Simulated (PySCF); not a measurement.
O3Os, SMILES [O]=[Os](=[O])=[O], multiplicity 1. Geometry optimised at PBE0-D3(BJ)/def2-TZVP. The spin state was assumed, not searched. The def2 effective core potentials stand for the cores of Os; spin–orbit coupling is left out.

Calculation: PBE0-D3(BJ)/def2-TZVP in PySCF 2.14.0.

Harmonic wavenumbers (cm⁻¹): 146, 315, 315, 1032, 1032, 1077. Rotational constants (GHz): 7.433, 7.433, 3.716; symmetry number 6.

Question: Work out the zero-point energy and the ideal-gas rigid-rotor harmonic-oscillator thermochemistry at 298.15 K and 1 atm.

Answer: ZPE = ½ Σ hcν = ½ × 3917 cm⁻¹ = 5.60 kcal/mol. H − E(el) = 8.94 kcal/mol. Entropy in cal/(mol K): translation 42.31, rotation 21.30, vibration 5.63, total 69.24. G − E(el) = -11.70 kcal/mol. Cp = 14.13 cal/(mol K). Modes under 150 cm⁻¹ make the vibrational entropy uncertain.
